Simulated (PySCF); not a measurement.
## Calculated data, AlBGeH₈Si, AlBGeH₅, CH₅AlBGe, CH₇AlGe₂ and others

Calculation on a computer-drawn molecule: optimised geometry and harmonic frequencies of an isolated molecule of the commonest isotopes, restricted reference for singlets and unrestricted otherwise, frozen core in MP2; on germanium a core potential holds 10 electrons, which the energies leave out, and 3d is frozen in MP2 and coupled-cluster steps. Program: PySCF 2.14.0.

Common to all runs: method HF; basis cc-pV(D+d)Z; basis and core potential on germanium cc-pVDZ-PP ECP10MDF.

```json
{"entry": 1, "formula": "AlBGeH8Si", "start_structure": {"atoms_angstrom": [["Al", -2.4404, 1.5379, -1.4191], ["B", -1.8763, -0.259, -0.4572], ["Si", -3.0077, -1.7336, 0.1549], ["Ge", 0.1505, -0.3497, -0.068], ["H", -1.4437, 2.6986, -1.869], ["H", -3.935, 1.9142, -1.9229], ["H", -2.552, -2.4133, 1.3543], ["H", -2.9781, -2.7026, -0.9082], ["H", -4.4444, -1.3059, 0.4159], ["H", 0.4468, -0.6525, 1.3345], ["H", 0.8387, -1.4902, -0.9013], ["H", 0.9275, 0.8098, -0.4748]]}, "given": {"charge": 0, "multiplicity": 1, "drawn_bonds_atom": [1, 2, 2, 1, 1, 3, 3, 3, 4, 4, 4], "drawn_bonds_other_atom": [2, 3, 4, 5, 6, 7, 8, 9, 10, 11, 12], "drawn_bonds_order": [1, 1, 1, 1, 1, 1, 1, 1, 1, 1, 1]}, "results": {"optimised_atom_element": ["Al", "B", "Si", "Ge", "H", "H", "H", "H", "H", "H", "H", "H"], "optimised_atom_x [angstrom]": [-2.541, -1.808, -3.014, 0.2526, -2.777, -2.844, -2.456, -3.122, -4.387, 0.6086, 0.6509, 1.123], "optimised_atom_y [angstrom]": [1.648, -0.1592, -1.678, -0.4793, 2.933, 1.723, -2.429, -2.607, -1.244, -0.04515, -1.954, 0.3453], "optimised_atom_z [angstrom]": [-1.339, -0.4666, 0.1624, -0.2355, -0.4398, -2.893, 1.316, -0.9959, 0.5286, 1.197, -0.3971, -1.198], "modes_frequency [cm^-1]": [53.67, 81.85, 89.92, 119.3, 159.5, 182.4, 292.3, 393.4, 473.5, 537.7, 573.8, 591.8, 654.1, 775.4, 800.2, 843.2, 901.2, 954.9, 975.4, 995.4, 1008, 1044, 1967, 1970, 2182, 2187, 2206, 2273, 2282, 2293], "modes_reduced_mass [dalton]": [1.048, 1.313, 4.297, 2.477, 1.016, 1.883, 8.278, 1.114, 1.115, 1.148, 1.644, 1.298, 1.783, 2.938, 2.068, 1.45, 1.049, 1.023, 1.026, 1.092, 1.043, 1.04, 1.059, 1.025, 1.023, 1.023, 1.013, 1.045, 1.047, 1.027], "rotational_constants [GHz]": [2.222, 1.442, 0.9051], "total_energy [hartree]": -853.5109, "convergence_status_largest_gradient_component [hartree/bohr]": 5.053e-06}}
{"entry": 2, "formula": "AlBGeH5", "start_structure": {"atoms_angstrom": [["Al", 1.5215, 1.2472, -0.6513], ["B", 0.1576, 0.3769, 0.5543], ["Ge", -1.165, -0.3835, 1.8236], ["H", 3.0921, 0.9722, -0.6063], ["H", 1.2347, 2.1971, -1.8568], ["H", -2.5826, 0.0021, 1.5977], ["H", -1.1803, -1.8831, 1.8173], ["H", -0.8388, -0.0581, 3.2541]]}, "given": {"charge": 0, "multiplicity": 2, "drawn_bonds_atom": [1, 2, 1, 1, 3, 3, 3], "drawn_bonds_other_atom": [2, 3, 4, 5, 6, 7, 8], "drawn_bonds_order": [1, 1, 1, 1, 1, 1, 1]}, "results": {"optimised_atom_element": ["Al", "B", "Ge", "H", "H", "H", "H", "H"], "optimised_atom_x [angstrom]": [1.588, 0.2367, -1.154, 3.13, 1.059, -2.528, -1.196, -0.8965], "optimised_atom_y [angstrom]": [1.256, 0.3949, -0.4342, 0.9358, 2.219, 0.1134, -1.965, -0.04866], "optimised_atom_z [angstrom]": [-0.7245, 0.5949, 1.884, -0.5743, -1.862, 1.471, 1.797, 3.346], "modes_frequency [cm^-1]": [53.37, 99.63, 154.6, 292.5, 430.1, 556.4, 589.0, 594.5, 811.2, 857.8, 915.4, 950.2, 974.5, 1979, 1982, 2197, 2200, 2220], "modes_reduced_mass [dalton]": [1.021, 4.439, 2.302, 10.94, 1.117, 1.135, 1.518, 1.162, 1.185, 2.739, 1.258, 1.019, 1.033, 1.059, 1.024, 1.024, 1.023, 1.012], "rotational_constants [GHz]": [50.24, 1.3, 1.287], "total_energy [hartree]": -562.7953, "spin_squared": 0.7597, "convergence_status_largest_gradient_component [hartree/bohr]": 2.718e-05}}
{"entry": 3, "formula": "CH5AlBGe", "start_structure": {"atoms_angstrom": [["Al", -0.0232, -1.1597, -0.4791], ["C", -1.3917, 0.2902, -0.9089], ["B", -0.955, 1.5166, -1.3987], ["Ge", -0.0547, 3.1467, -2.0092], ["H", 1.4902, -0.9327, -0.617], ["H", -0.5815, -2.5341, 0.1135], ["H", -2.3375, -0.1412, -0.677], ["H", 1.4207, 3.321, -2.1238], ["H", -0.7377, 4.3731, -2.4437]]}, "given": {"charge": 1, "multiplicity": 1, "drawn_bonds_atom": [1, 2, 3, 1, 1, 2, 4, 4], "drawn_bonds_other_atom": [2, 3, 4, 5, 6, 7, 8, 9], "drawn_bonds_order": [1, 2, 1, 1, 1, 1, 1, 1]}, "results": {"optimised_atom_element": ["Al", "C", "B", "Ge", "H", "H", "H", "H", "H"], "optimised_atom_x [angstrom]": [-0.01398, -1.583, -1.033, 0.03966, 1.357, -0.2808, -2.595, 1.548, -0.6094], "optimised_atom_y [angstrom]": [-0.9794, 0.2344, 1.401, 2.935, -0.2766, -2.416, -0.11, 2.866, 4.226], "optimised_atom_z [angstrom]": [-0.5094, -0.8757, -1.331, -1.945, -0.8353, 0.03047, -0.699, -1.993, -2.386], "modes_frequency [cm^-1]": [62.44, 151.1, 196.7, 254.5, 255.1, 414.4, 515.3, 561.9, 616.0, 627.7, 681.8, 766.4, 803.8, 866.7, 932.5, 1624, 2011, 2091, 2334, 2352, 3382], "modes_reduced_mass [dalton]": [5.597, 1.825, 1.672, 1.034, 2.666, 1.402, 2.848, 2.04, 2.846, 1.137, 1.123, 1.245, 1.083, 1.21, 1.029, 7.834, 1.036, 1.048, 1.015, 1.026, 1.098], "rotational_constants [GHz]": [11.83, 1.204, 1.092], "total_energy [hartree]": -600.4284, "convergence_status_largest_gradient_component [hartree/bohr]": 4.165e-05}}
{"entry": 4, "formula": "CH7AlGe2", "start_structure": {"atoms_angstrom": [["Al", -0.5675, -1.661, 0.5254], ["C", -0.7292, 0.3048, 0.3886], ["Ge", 0.9836, 1.0164, 0.4248], ["Ge", -2.1841, 1.5618, 0.5809], ["H", -1.5948, -2.4929, 1.3644], ["H", 0.5189, -2.4445, -0.1847], ["H", 1.2732, 2.5254, 0.2265], ["H", 2.2627, 0.245, 0.2087], ["H", -2.7356, 1.5929, 1.9386], ["H", -1.7559, 2.9411, 0.2359], ["H", -3.3142, 1.2022, -0.3703]]}, "given": {"charge": 0, "multiplicity": 1, "drawn_bonds_atom": [1, 2, 2, 1, 1, 3, 3, 4, 4, 4], "drawn_bonds_other_atom": [2, 3, 4, 5, 6, 7, 8, 9, 10, 11], "drawn_bonds_order": [1, 2, 1, 1, 1, 1, 1, 1, 1, 1]}, "results": {"optimised_atom_element": ["Al", "C", "Ge", "Ge", "H", "H", "H", "H", "H", "H", "H"], "optimised_atom_x [angstrom]": [-0.6446, -0.5754, 1.014, -2.138, -2.016, 0.6899, 1.263, 2.297, -2.791, -1.75, -3.191], "optimised_atom_y [angstrom]": [-1.585, 0.3324, 1.071, 1.482, -2.327, -2.424, 2.57, 0.2653, 1.301, 2.962, 1.144], "optimised_atom_z [angstrom]": [0.6035, 0.4696, 0.1619, 0.6519, 0.8756, 0.4385, 0.02494, 0.003325, 2.03, 0.4932, -0.4138], "modes_frequency [cm^-1]": [100.7, 123.2, 142.7, 174.0, 216.1, 339.8, 380.8, 521.6, 575.5, 584.9, 622.0, 640.6, 675.9, 844.0, 903.4, 952.9, 961.4, 966.3, 971.0, 1050, 1964, 1978, 2183, 2190, 2216, 2247, 2265], "modes_reduced_mass [dalton]": [1.041, 4.921, 7.057, 1.507, 1.708, 11.3, 1.017, 1.175, 1.214, 1.106, 1.153, 1.133, 1.205, 1.059, 2.239, 1.452, 1.019, 1.048, 1.028, 7.055, 1.052, 1.031, 1.023, 1.023, 1.012, 1.023, 1.017], "rotational_constants [GHz]": [2.31, 1.207, 0.8006], "total_energy [hartree]": -870.5498, "convergence_status_largest_gradient_component [hartree/bohr]": 3.139e-05}}
{"entry": 5, "formula": "AlGeH5N", "start_structure": {"atoms_angstrom": [["Al", 1.383, 2.7048, 2.0721], ["N", 2.2868, 3.9961, 1.0676], ["Ge", 2.0144, 3.3273, -0.5895], ["H", -0.1187, 3.0704, 2.2868], ["H", 2.1426, 1.8296, 2.9847], ["H", 2.8161, 4.8641, 1.2053], ["H", 3.4773, 2.7884, -1.1034], ["H", 1.3986, 1.8728, 0.3395]]}, "given": {"charge": 0, "multiplicity": 2, "drawn_bonds_atom": [1, 2, 1, 1, 2, 3, 3], "drawn_bonds_other_atom": [2, 3, 4, 5, 6, 7, 8], "drawn_bonds_order": [1, 1, 1, 1, 1, 1, 1]}, "results": {"optimised_atom_element": ["Al", "N", "Ge", "H", "H", "H", "H", "H"], "optimised_atom_x [angstrom]": [1.414, 2.357, 2.052, 0.095, 1.936, 3.183, 3.366, 0.9963], "optimised_atom_y [angstrom]": [2.892, 3.503, 3.398, 2.078, 3.19, 4.041, 3.048, 2.303], "optimised_atom_z [angstrom]": [2.525, 1.144, -0.6729, 2.236, 3.985, 1.353, -1.404, -0.9038], "modes_frequency [cm^-1]": [114.0, 169.8, 191.4, 485.9, 537.8, 603.2, 656.6, 738.3, 766.6, 834.5, 887.0, 922.4, 1213, 1992, 2005, 2138, 2180, 3755], "modes_reduced_mass [dalton]": [1.25, 3.847, 1.264, 1.907, 1.147, 1.354, 1.178, 1.338, 1.258, 1.086, 2.03, 1.305, 1.282, 1.051, 1.033, 1.018, 1.023, 1.075], "rotational_constants [GHz]": [29.64, 2.037, 1.922], "total_energy [hartree]": -592.6582, "spin_squared": 0.7553, "convergence_status_largest_gradient_component [hartree/bohr]": 1.77e-05}}
{"entry": 6, "formula": "AlGe2H8N", "start_structure": {"atoms_angstrom": [["Al", 0.0396, -1.8635, 0.5542], ["N", 0.5378, -0.4223, -0.3015], ["Ge", 2.4272, 0.1024, -0.4488], ["Ge", -0.5333, 0.7142, -1.1375], ["H", -0.0654, -3.2108, -0.225], ["H", -0.2766, -1.8558, 2.1117], ["H", 2.7323, 0.1922, -1.9327], ["H", 3.1875, -0.9779, 0.3004], ["H", 2.5168, 1.47, 0.1775], ["H", -0.4589, 2.0788, -0.5045], ["H", -1.9983, 0.2132, -0.8724], ["H", -0.2716, 0.7634, -2.6182]]}, "given": {"charge": 0, "multiplicity": 1, "drawn_bonds_atom": [1, 2, 2, 1, 1, 3, 3, 3, 4, 4, 4], "drawn_bonds_other_atom": [2, 3, 4, 5, 6, 7, 8, 9, 10, 11, 12], "drawn_bonds_order": [1, 1, 1, 1, 1, 1, 1, 1, 1, 1, 1]}, "results": {"optimised_atom_element": ["Al", "N", "Ge", "Ge", "H", "H", "H", "H", "H", "H", "H", "H"], "optimised_atom_x [angstrom]": [0.05998, 0.5874, 2.342, -0.5838, -1.435, 1.103, 2.78, 3.242, 2.447, -0.3476, -2.02, -0.3382], "optimised_atom_y [angstrom]": [-1.882, -0.4154, 0.1977, 0.5924, -2.365, -2.656, 0.6233, -0.9289, 1.409, 2.082, 0.2136, 0.3331], "optimised_atom_z [angstrom]": [0.5721, -0.3004, -0.2278, -1.335, 0.4243, 1.468, -1.636, 0.2804, 0.707, -1.05, -0.9724, -2.827], "modes_frequency [cm^-1]": [50.44, 70.32, 146.5, 167.2, 194.9, 195.9, 371.5, 536.8, 628.5, 650.5, 654.3, 667.2, 719.0, 846.2, 854.4, 942.8, 953.5, 954.7, 963.8, 971.0, 972.8, 1018, 1993, 2000, 2198, 2204, 2215, 2224, 2241, 2248], "modes_reduced_mass [dalton]": [1.059, 1.016, 7.745, 5.11, 3.722, 1.022, 10.71, 1.205, 1.203, 1.238, 1.156, 1.056, 1.263, 1.071, 2.357, 1.67, 1.023, 1.039, 1.05, 1.04, 1.254, 1.783, 1.061, 1.023, 1.023, 1.023, 1.02, 1.022, 1.015, 1.014], "rotational_constants [GHz]": [2.376, 1.252, 0.8371], "total_energy [hartree]": -887.8054, "convergence_status_largest_gradient_component [hartree/bohr]": 7.945e-06}}
{"entry": 7, "formula": "AlBGeH4O", "start_structure": {"atoms_angstrom": [["Al", -2.2036, 1.5628, 1.1396], ["O", -1.1203, 1.101, 0.0345], ["B", -0.0824, 0.6491, -0.8713], ["Ge", 1.8363, 0.4089, -0.1297], ["H", -1.715, 2.1507, 2.5096], ["H", -3.7666, 1.5188, 0.8119], ["H", -0.4439, 0.4743, -1.9399], ["H", 1.4387, -1.2182, 0.1469]]}, "given": {"charge": 0, "multiplicity": 1, "drawn_bonds_atom": [1, 2, 3, 1, 1, 3, 4], "drawn_bonds_other_atom": [2, 3, 4, 5, 6, 7, 8], "drawn_bonds_order": [1, 1, 1, 1, 1, 1, 1]}, "results": {"optimised_atom_element": ["Al", "O", "B", "Ge", "H", "H", "H", "H"], "optimised_atom_x [angstrom]": [-2.282, -0.9553, -0.003539, 1.815, -2.248, -3.447, -0.1746, 1.238], "optimised_atom_y [angstrom]": [1.637, 1.144, 0.8078, -0.1314, 3.082, 0.6068, 1.083, -1.581], "optimised_atom_z [angstrom]": [1.163, 0.2389, -0.6492, -0.04607, 1.775, 1.38, -1.82, -0.3399], "modes_frequency [cm^-1]": [60.62, 84.15, 99.68, 167.9, 254.7, 448.4, 485.7, 600.1, 665.2, 711.0, 845.4, 885.9, 1176, 1405, 1982, 2029, 2032, 2576], "modes_reduced_mass [dalton]": [7.595, 2.401, 1.102, 8.506, 1.289, 3.373, 1.101, 1.231, 1.168, 4.619, 1.143, 1.514, 1.292, 11.45, 1.021, 1.063, 1.023, 1.087], "rotational_constants [GHz]": [19.39, 0.9992, 0.9736], "total_energy [hartree]": -637.2153, "convergence_status_largest_gradient_component [hartree/bohr]": 1.806e-05}}
{"entry": 8, "formula": "AlBGeH4N", "start_structure": {"atoms_angstrom": [["Al", -0.6295, 1.9119, 3.1446], ["N", 0.0397, 1.0955, 1.6758], ["B", 0.5008, 0.5025, 0.6337], ["Ge", 1.2754, -0.3967, -0.8816], ["H", -1.1675, 2.7216, 4.2693], ["H", 1.9448, -1.7073, -0.4515], ["H", 2.2066, 0.366, -1.5948], ["H", 0.1442, -0.7806, -1.8123]]}, "given": {"charge": 1, "multiplicity": 1, "drawn_bonds_atom": [1, 2, 3, 1, 4, 4, 4], "drawn_bonds_other_atom": [2, 3, 4, 5, 6, 7, 8], "drawn_bonds_order": [2, 1, 1, 1, 1, 1, 1]}, "results": {"optimised_atom_element": ["Al", "N", "B", "Ge", "H", "H", "H", "H"], "optimised_atom_x [angstrom]": [-0.5997, 0.02408, 0.4985, 1.274, -1.172, 1.945, 2.259, 0.08499], "optimised_atom_y [angstrom]": [1.939, 1.133, 0.518, -0.488, 2.679, -1.74, 0.4714, -0.7996], "optimised_atom_z [angstrom]": [3.059, 1.729, 0.7142, -0.9495, 4.279, -0.4082, -1.598, -1.843], "modes_frequency [cm^-1]": [84.8, 84.8, 291.0, 291.0, 298.7, 463.6, 463.6, 624.0, 624.1, 867.8, 932.3, 953.7, 953.7, 1932, 2184, 2288, 2288, 2290], "modes_reduced_mass [dalton]": [5.2, 5.2, 3.252, 3.25, 17.61, 1.202, 1.202, 1.358, 1.358, 1.355, 3.227, 1.021, 1.021, 11.81, 1.054, 1.025, 1.025, 1.011], "rotational_constants [GHz]": [78.34, 0.8467, 0.8467], "total_energy [hartree]": -616.5583, "convergence_status_largest_gradient_component [hartree/bohr]": 4.034e-05}}
```
